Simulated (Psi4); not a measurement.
Br2Si, charge -1, doublet, at a GFN2-xTB geometry (a state made from the parent by changing its charge; the spin is typed, not shown lowest) (a gas-phase anion, which may not be bound at this level); BHHLYP/def2-SVPD in Psi4.

Input for Psi4:
```
memory 2 GB

molecule mol {
-1 2
Si   -0.025340   -0.004657    1.319975
Br    1.113997   -1.697534   -0.248699
Br   -1.103861    1.699397   -0.279291
}

set {
  basis def2-svpd
  reference uks
  scf_type pk
  puream true
  d_convergence 1e-8
  dft_radial_points 99
  dft_spherical_points 590
}

energy('bhhlyp')
print_variables()
```

Question: Write the output that Psi4 gives for this input, abridged.

Answer: 
```
   => Loading Basis Set <=

    Name: DEF2-SVPD
    Role: ORBITAL
    Keyword: BASIS

         ---------------------------------------------------------
                                   SCF
               by Justin Turney, Rob Parrish, Andy Simmonett
                          and Daniel G. A. Smith
                              UKS Reference
         ---------------------------------------------------------

  ==> Geometry <==

    Molecular point group: cs
    Full point group: Cs

    Geometry (in Angstrom), charge = -1, multiplicity = 2:

       Center              X                  Y                   Z               Mass
    ------------   -----------------  -----------------  -----------------  -----------------
         SI          -0.010149335103    -1.345698402827     0.000000000000    27.976926534650
         BR           2.030224123296     0.223229768007     0.000000000000    78.918337600000
         BR          -2.026626135664     0.253826724801     0.000000000000    78.918337600000

  Running in cs symmetry.

  Rotational constants: A =      0.28262  B =      0.02596  C =      0.02377 [cm^-1]
  Rotational constants: A =   8472.80951  B =    778.15589  C =    712.70039 [MHz]
  Nuclear repulsion =  361.271215907039164

  Charge       = -1
  Multiplicity = 2
  Electrons    = 85
  Nalpha       = 43
  Nbeta        = 42

  ==> Algorithm <==

  SCF Algorithm Type is PK.
  DIIS enabled.
  MOM disabled.
  Fractional occupation disabled.
  Guess Type is SAD.
  Energy threshold   = 1.00e-06
  Density threshold  = 1.00e-08
  Integral threshold = 1.00e-12

  ==> Primary Basis <==

  Basis Set: DEF2-SVPD
    Blend: DEF2-SVPD
    Number of shells: 40
    Number of basis functions: 106
    Number of Cartesian functions: 116
    Spherical Harmonics?: true
    Max angular momentum: 2

  ==> DFT Potential <==

   => LibXC <=

    Version 7.1.2
    S. Lehtola, C. Steigemann, M. J. T. Oliveira, and M. A. L. Marques,  SoftwareX 7, 1–5 (2018) (10.1016/j.softx.2017.11.002)

   => Composite Functional: BHANDHLYP <=

    BHandHLYP Hyb-GGA Exchange-Correlation Functional

    A. D. Becke,  J. Chem. Phys. 98, 1372 (1993) (10.1063/1.464304)
    Defined through Gaussian implementation.

    Deriv               =              1
    GGA                 =           TRUE
    Meta                =          FALSE

    Exchange Hybrid     =           TRUE
    MP2 Hybrid          =          FALSE

   => Exchange Functionals <=

    0.5000         Becke 88

   => Exact (HF) Exchange <=

    0.5000               HF

   => Correlation Functionals <=

    1.0000   Lee, Yang & Parr

   => LibXC Density Thresholds  <==

    XC_HYB_GGA_XC_BHANDHLYP:  1.00E-15

   => Molecular Quadrature <=

    Radial Scheme          =       TREUTLER
    Pruning Scheme         =           NONE
    Nuclear Scheme         =       TREUTLER

    Blocking Scheme        =         OCTREE
    BS radius alpha        =              1
    Pruning alpha          =              1
    Radial Points          =             99
    Spherical Points       =            590
    Total Points           =         167858
    Total Blocks           =           1363
    Max Points             =            256
    Max Functions          =             95
    Weights Tolerance      =       1.00E-15

  ==> Integral Setup <==

  Using in-core PK algorithm.
   Calculation information:
      Number of atoms:                   3
      Number of AO shells:              40
      Number of primitives:             86
      Number of atomic orbitals:       116
      Number of basis functions:       106

      Integral cutoff                 1.00e-12
      Number of threads:                 1

  Performing in-core PK
  Using 32165912 doubles for integral storage.
  We computed 267132 shell quartets total.
  Whereas there are 336610 unique shell quartets.

  ==> DiskJK: Disk-Based J/K Matrices <==

    J tasked:                  Yes
    K tasked:                  Yes
    wK tasked:                  No
    Schwarz Cutoff:          1E-12

  Minimum eigenvalue in the overlap matrix is 4.3754099162E-03.
  Reciprocal condition number of the overlap matrix is 8.4275491706E-04.
    Using symmetric orthogonalization.

  ==> Pre-Iterations <==

  SCF Guess: Superposition of Atomic Densities via on-the-fly atomic UHF (no occupation information).

   -------------------------
    Irrep   Nso     Nmo
   -------------------------
     A'        73      73
     A"        33      33
   -------------------------
    Total     106     106
   -------------------------

  ==> Iterations <==

                        Total Energy        Delta E     RMS |[F,P]|

   @UKS iter SAD: -5433.34261023662475   -5.43334e+03   0.00000e+00
   @UKS iter   1: -5436.57435509082006   -3.23174e+00   2.29026e-02 DIIS/ADIIS
   @UKS iter   2: -5436.65004089634476   -7.56858e-02   1.98057e-02 DIIS/ADIIS
   @UKS iter   3: -5437.17919579321006   -5.29155e-01   1.44314e-03 DIIS/ADIIS
   @UKS iter   4: -5437.18982994793078   -1.06342e-02   4.45927e-04 DIIS/ADIIS
   @UKS iter   5: -5437.19078845795320   -9.58510e-04   8.71578e-05 DIIS
   @UKS iter   6: -5437.19083116300772   -4.27051e-05   2.18175e-05 DIIS
   @UKS iter   7: -5437.19083884287920   -7.67987e-06   9.45762e-06 DIIS
   @UKS iter   8: -5437.19084030032900   -1.45745e-06   4.10235e-06 DIIS
   @UKS iter   9: -5437.19084080083030   -5.00501e-07   1.34925e-06 DIIS
   @UKS iter  10: -5437.19084085823306   -5.74028e-08   3.89380e-07 DIIS
   @UKS iter  11: -5437.19084086262683   -4.39377e-09   1.07386e-07 DIIS
   @UKS iter  12: -5437.19084086288331   -2.56478e-10   2.60155e-08 DIIS
   @UKS iter  13: -5437.19084086289331   -1.00044e-11   4.43793e-09 DIIS
  Energy and wave function converged.

  ==> Post-Iterations <==

   Electrons on quadrature grid:
      Nalpha   =   42.9999992029 ; deviation = -7.971e-07
      Nbeta    =   41.9999993456 ; deviation = -6.544e-07
      Ntotal   =   84.9999985485 ; deviation = -1.451e-06

   @Spin Contamination Metric:   8.977341672E-03
   @S^2 Expected:                7.500000000E-01
   @S^2 Observed:                7.589773417E-01
   @S   Expected:                5.000000000E-01
   @S   Observed:                5.000000000E-01

    Orbital Energies [Eh]
    ---------------------

    Alpha Occupied:

[...]
      12App   -0.051831

    Alpha Virtual:

[...]
    Beta Occupied:

[...]
    Beta Virtual:

[...]
      73Ap     3.990710

    Final Occupation by Irrep:
             Ap   App
    DOCC [    31,   11 ]
    SOCC [     0,    1 ]
    NA   [    31,   12 ]
    NB   [    31,   11 ]

  @UKS Final Energy: -5437.19084086289331

   => Energetics <=

    Nuclear Repulsion Energy =            361.2712159070391635
    One-Electron Energy =               -8303.6239941335388721
    Two-Electron Energy =                2609.0576422824956353
    DFT Exchange-Correlation Energy =    -103.8957049188891091
    Empirical Dispersion Energy =           0.0000000000000000
    VV10 Nonlocal Energy =                  0.0000000000000000
    Total Energy =                      -5437.1908408628942198

  UHF NO Occupations:
  HONO-2 :   11App 1.9997667
  HONO-1 :   31 Ap 1.9959288
  HONO-0 :   12App 1.0000000
  LUNO+0 :   32 Ap 0.0040712
  LUNO+1 :   13App 0.0002333
  LUNO+2 :   33 Ap 0.0000928
  LUNO+3 :   14App 0.0000500

Computation Completed

Properties will be evaluated at   0.000000,   0.000000,   0.000000 [a0]

Properties computed using the SCF density matrix

 Multipole Moments:

 ------------------------------------------------------------------------------------
     Multipole            Electronic (a.u.)      Nuclear  (a.u.)        Total (a.u.)
 ------------------------------------------------------------------------------------

 L = 1.  Multiply by 2.5417464519 to convert [e a0] to [Debye]
 Dipole X            :          0.0305489           -0.0305401            0.0000088
 Dipole Y            :          4.0504746           -4.0493059            0.0011687
 Dipole Z            :          0.0000000            0.0000000            0.0000000
 Magnitude           :                                                    0.0011688

 ------------------------------------------------------------------------------------

  Variable Map:
  ----------------------------------------------------------------------------
[...]
  Array Variable Map:
  ----------------------------------------------------------------------------
[...]
[...]
```
